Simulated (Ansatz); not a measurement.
Wavefunction ladder for `O=C1SB1S`

| atom | x (Å) | y (Å) | z (Å) |
| --- | --- | --- | --- |
| O1 | -2.109 | -0.666 | 0.324 |
| C2 | -0.996 | -0.448 | 0.204 |
| S3 | 0.809 | -1.817 | 0.669 |
| B4 | 0.500 | -0.232 | 0.073 |
| S5 | 1.429 | 1.191 | -0.503 |
| H6 | 0.367 | 1.971 | -0.767 |

The species carries charge 0 and has multiplicity 1. Geometry: relaxed with PBE0-D4/def2-TZVP. It is one conformer, not always the lowest. Frozen core, restricted reference, Ansatz 0.2.0. CBS rows extrapolate triple and quadruple zeta; past MP2 they add the triple-zeta difference.

```csv
basis,HF (Eh),MP2 corr.
def2-SVP,-932.71734,-0.65309
def2-TZVPP,-933.15626,-0.82333
def2-QZVPP,-933.18395,-0.88690
```

(1) Estimate the CCSD correlation energy and the (T) correction in each basis where they were run (hartree).

Answers

(1) 
| basis | CCSD corr. | (T) |
| --- | --- | --- |
| def2-SVP | -0.67702 | -0.03127 |
| def2-TZVPP | -0.84457 | -0.04929 |
| CBS(def2) | -0.95523 | as TZ |
